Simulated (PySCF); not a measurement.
Compound: CH7NOSi2.
Atom-mapped SMILES: `[CH2:1]=[N:2][SiH2:3][O:4][SiH3:5]` (hydrogens: H6, H7 on C1; H8, H9 on Si3; H10, H11, H12 on Si5)

Computed, not measured: PySCF 2.14.0, PBE0-D3(BJ)/def2-SVP geometry optimisation, gas phase.

Task: What internal coordinates does the optimisation give?

Result: 
| bond | length (Å) |
| --- | --- |
| C1=N2 | 1.261 |
| N2–Si3 | 1.752 |
| Si3–O4 | 1.652 |
| O4–Si5 | 1.664 |
| C1–H6 | 1.112 |
| C1–H7 | 1.107 |
| Si3–H8, Si3–H9 | 1.492 |
| Si5–H10, Si5–H11, Si5–H12 | 1.492 |

Bonds in one row agree within 0.01 Å and their mean is given. A selection of angles:
| angle | degrees |
| --- | --- |
| N2–C1–H6 | 124.6 |
| N2–C1–H7 | 120.6 |
| H6–C1–H7 | 114.8 |
| C1–N2–Si3 | 125.9 |
| N2–Si3–O4 | 107.6 |
| N2–Si3–H8 | 112.8 |
| N2–Si3–H9 | 107.1 |
| O4–Si3–H8 | 108.0 |
| O4–Si3–H9 | 110.6 |
| H8–Si3–H9 | 110.9 |
| Si3–O4–Si5 | 139.3 |
| O4–Si5–H10 | 107.6 |
| O4–Si5–H11 | 110.5 |
| H10–Si5–H11 | 109.4 |

Torsions: C1–N2–Si3–O4 127° (anticlinal); N2–Si3–O4–Si5 38° (synclinal). The mirror-image conformer, all signs reversed, is as good.

Si5 (oxygen-bound silicon) is tetrahedral (angles from 107.6° to 110.6°). Si3 (oxygen-bound silicon) is tetrahedral (angles from 107.1° to 112.8°).

Point group: C1 (no symmetry element, even within 0.4 Å). Not checked by PBE0-D3(BJ)/def2-SVP frequencies. The numbers are those of one conformer.
